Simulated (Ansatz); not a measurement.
Several settings on one geometry of MgBr₂ (the lowest singlet isomer of a short search) (that of the charge 0 singlet, PBE-D4/def2-TZVP). Ansatz on 4 threads of Arm Neoverse V1 on a shared host; times are rough.

```xyz
3

Mg    0.0028   -0.0061    0.0062
Br   -2.1404   -0.0212    0.9324
Br    2.1376    0.0274   -0.9386
```

Totals from different functionals, basis sets or treatments of relativity can't be compared as stabilities.

DK, ANO-RCC and x2c sets are all-electron and run with scalar relativity unless a key says otherwise. The 6-31G sets use Cartesian d functions. LC-ωPBE has ω = 0.4 bohr⁻¹.

The spins typed aren't always the lowest for that charge.

Q: Give the basis size and estimate the energy, ⟨S²⟩ and time of these runs.

```tsv
run	method	charge	state	further keys
1	RKS r2SCANh/6-31G*	0	singlet	scf: {omitted_lower_state_checks: [starts]}; forces asked
2	UKS r2SCAN50-D3(BJ)-ATM/ANO-RCC-VTZP	0	triplet	–
3	RKS LC-ωPBE/STO-3G	0	singlet	scf: {lower_state_search: off}
4	UKS LC-ωPBE/def2-SVP	0	singlet	scf: {omitted_lower_state_checks: [starts]}
```

A: 
```json
{"run": "1", "functions": "89", "energy (Eh)": "-5347.8602", "⟨S²⟩": "–", "wall time": "2.3 s"}
{"run": "2", "functions": "120", "energy (Eh)": "-5412.7599", "⟨S²⟩": "2.01", "wall time": "2.7 min"}
{"run": "3", "functions": "45", "energy (Eh)": "-5288.9012", "⟨S²⟩": "–", "wall time": "0.35 s"}
{"run": "4", "functions": "82", "energy (Eh)": "-5347.0621", "⟨S²⟩": "0.00", "wall time": "1.3 s"}
```
